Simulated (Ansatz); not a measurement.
Task: Name a neutral molecule of C, I, Si and H with size of the dipole moment (B3LYP/def2-TZVPP) between 1.45 and 1.75 D and HOMO–LUMO gap (PBE0/def2-TZVPP) between 6.10 and 6.40 eV (Ansatz, PBE0-D4/def2-TZVP geometry).

Result: `CC([SiH3])I` (1.66 D, 6.17 eV). Other molecules can fit too; these were computed, each in one conformer that needn't be the lowest.

B3LYP here is the variant with VWN-RPA as its local correlation; programs differ in this.
